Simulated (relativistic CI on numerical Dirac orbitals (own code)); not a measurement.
# Energy levels of Tb⁸⁺

Method of calculation: Dirac-Coulomb-Breit CI, KLI orbitals optimised for each configuration, a model potential for QED, unscaled Slater integrals (own radial code, finite nucleus).

Configuration list (outside the closed core [Kr] 4d10): 4f⁷5s²5p², 4f⁹5s², 4f⁹5s5p, 4f⁸5s²6s. The list is cut by size and lacks configurations that can hold low levels.

```csv
No.,Configuration,Term,J,E (cm⁻¹),%,Next component (%),Landé g
1,4f⁷5s²5p²,¹⁰P°,7/2,0.0,70,13 ⁸P°,2.133
2,4f⁷5s²5p²,¹⁰P°,9/2,29400.5,88,8 ⁸P°,1.934
3,4f⁷5s²5p²,⁸P°,7/2,44049.4,28,18 ⁶P°,1.815
4,4f⁷5s²5p²,¹⁰P°,11/2,44167.4,72,27 ⁸D°,1.766
5,4f⁷5s²5p²,⁸P°,5/2,46696.0,31,30 ⁸D°,1.992
6,4f⁷5s²5p²,⁸D°,3/2,49389.7,57,25 ⁶P°,2.531
7,4f⁷5s²5p²,⁸K°,7/2,50274.5,54,30 ⁶I°,0.367
8,4f⁷5s²5p²,⁸K°,9/2,51390.0,47,24 ⁶I°,0.800
9,4f⁷5s²5p²,⁸H°,17/2,52126.7,42,26 ⁶I°,1.333
10,4f⁷5s²5p²,⁸K°,11/2,52335.7,38,18 ⁶I°,1.033
11,4f⁷5s²5p²,⁸H°,15/2,52891.9,27,22 ⁸I°,1.272
12,4f⁷5s²5p²,⁸K°,13/2,52896.8,26,22 ⁸I°,1.178
13,4f⁷5s²5p²,⁸D°,9/2,53669.6,35,32 ⁸P°,1.655
14,4f⁷5s²5p²,⁸P°,7/2,55325.0,45,17 ⁸D°,1.885
15,4f⁷5s²5p²,⁸D°,7/2,57391.5,34,16 ⁶P°,1.694
16,4f⁷5s²5p²,⁸D°,5/2,57536.9,46,15 ⁸P°,1.938
17,4f⁷5s²5p²,⁸F°,3/2,58387.9,41,24 ⁸D°,2.119
18,4f⁷5s²5p²,⁸F°,1/2,59254.1,63,31 ⁶D°,3.625
19,4f⁷5s²5p²,⁸P°,5/2,60052.9,57,13 ⁸F°,2.051
20,4f⁷5s²5p²,⁸P°,9/2,66813.2,38,34 ⁸D°,1.648
21,4f⁷5s²5p²,⁶G°,7/2,69353.2,15,10 ⁸H°,1.229
22,4f⁷5s²5p²,⁸F°,11/2,69514.5,25,15 ⁸G°,1.437
23,4f⁷5s²5p²,⁸D°,3/2,70412.8,63,22 ⁶P°,2.551
24,4f⁷5s²5p²,⁶G°,5/2,70651.6,22,19 ⁸H°,0.991
25,4f⁷5s²5p²,⁸F°,9/2,71137.5,16,15 ⁸G°,1.389
26,4f⁷5s²5p²,⁸H°,3/2,72323.7,32,29 ⁶G°,0.310
27,4f⁷5s²5p²,⁸D°,7/2,72726.8,34,32 ⁶P°,1.673
28,4f⁷5s²5p²,⁸F°,13/2,72974.8,28,25 ⁸G°,1.412
29,4f⁷5s²5p²,⁸D°,5/2,73646.5,35,32 ⁶P°,1.930
30,4f⁷5s²5p²,⁸F°,7/2,74900.9,11,11 ⁸H°,1.209
31,4f⁷5s²5p²,⁸G°,1/2,75299.9,45,40 ⁶F°,-0.698
32,4f⁷5s²5p²,⁸G°,3/2,76692.9,34,22 ⁶F°,0.764
33,4f⁷5s²5p²,⁶F°,9/2,76988.0,13,11 ⁶H°,1.261
34,4f⁷5s²5p²,⁶H°,5/2,77054.8,23,21 ⁸I°,0.764
35,4f⁷5s²5p²,⁸D°,11/2,77239.6,20,17 ⁸G°,1.400
36,4f⁷5s²5p²,⁸G°,7/2,77899.2,17,11 ⁶H°,1.230
37,4f⁷5s²5p²,⁸H°,5/2,77942.8,26,16 ⁸G°,0.965
38,4f⁷5s²5p²,⁶O°,17/2,78388.3,30,25 ⁴N°,0.895
39,4f⁷5s²5p²,⁸H°,15/2,79132.6,28,20 ⁸K°,1.323
40,4f⁷5s²5p²,⁸H°,13/2,79458.2,33,15 ⁶H°,1.288
41,4f⁷5s²5p²,⁸H°,7/2,79605.7,11,10 ⁸I°,1.105
42,4f⁷5s²5p²,⁸P°,5/2,79720.5,18,12 ⁶F°,1.365
43,4f⁷5s²5p²,⁸D°,9/2,79979.7,17,13 ⁸G°,1.412
44,4f⁷5s²5p²,⁸D°,5/2,80288.7,34,31 ⁸P°,1.853
45,4f⁷5s²5p²,⁸D°,9/2,80337.5,30,24 ⁸P°,1.571
46,4f⁷5s²5p²,⁸H°,11/2,80492.7,32,13 ⁶H°,1.254
47,4f⁷5s²5p²,⁶O°,19/2,80914.6,26,18 ⁴N°,0.991
48,4f⁷5s²5p²,⁶I°,7/2,81263.7,18,17 ⁴H°,0.834
49,4f⁷5s²5p²,⁸H°,9/2,81707.3,28,17 ⁶H°,1.118
50,4f⁷5s²5p²,⁶M°,23/2,81786.7,35,28 ⁴N°,1.142
51,4f⁷5s²5p²,⁸D°,7/2,82108.7,55,13 ⁸S°,1.787
52,4f⁷5s²5p²,⁶M°,21/2,82311.4,21,19 ⁶N°,1.067
53,4f⁷5s²5p²,⁶F°,3/2,82370.7,31,17 ⁴D°,1.098
54,4f⁷5s²5p²,⁸K°,13/2,82466.2,18,13 ⁶M°,1.037
55,4f⁷5s²5p²,⁸K°,17/2,82587.5,24,21 ⁸H°,1.185
56,4f⁷5s²5p²,⁶M°,15/2,83090.1,18,17 ⁶L°,1.011
57,4f⁷5s²5p²,⁶H°,11/2,83163.6,14,14 ⁶G°,1.208
58,4f⁷5s²5p²,⁸K°,17/2,83314.6,31,10 ⁶I°,1.167
59,4f⁷5s²5p²,⁶M°,13/2,83400.1,17,13 ⁴L°,1.020
60,4f⁷5s²5p²,⁸I°,9/2,83696.3,38,24 ⁸H°,0.991
61,4f⁷5s²5p²,⁸I°,11/2,83957.0,27,19 ⁸K°,1.126
62,4f⁷5s²5p²,⁶F°,1/2,84311.6,48,27 ⁴D°,-0.225
63,4f⁷5s²5p²,⁸K°,15/2,84585.1,32,18 ⁸H°,1.287
64,4f⁷5s²5p²,⁸I°,7/2,84678.2,42,30 ⁸H°,0.793
65,4f⁷5s²5p²,⁸K°,19/2,84683.1,36,26 ⁸I°,1.270
66,4f⁷5s²5p²,⁶L°,11/2,86117.0,31,26 ⁴K°,0.858
67,4f⁷5s²5p²,⁸I°,5/2,86161.9,50,17 ⁸H°,0.328
68,4f⁷5s²5p²,⁶K°,19/2,86523.2,22,17 ⁴L°,1.189
69,4f⁷5s²5p²,⁸I°,13/2,86776.3,17,15 ⁶G°,1.256
70,4f⁷5s²5p²,⁶I°,9/2,87186.2,21,11 ⁴H°,1.117
```

Energies count from the lowest computed level; ° marks odd parity.

The mean weight of the leading LS term, summed over parents, in these 70 levels is 33 %, and that of the leading jj configuration (from the same eigenvectors) 32 %.

At this charge configurations can still be misplaced by up to about 7 % of their energy. Terms inside the open d or f shell come out 10 to 20 % too wide with unscaled integrals. Levels and lines within the n = 5 or 6 shells can be off by up to 10 % or somewhat more, and those that change n by about 2 %, since core polarisation is missing.

LS names give the leading component of a level, which can be under half, so a name can repeat, a term be missing and a line seem to break the LS rules.
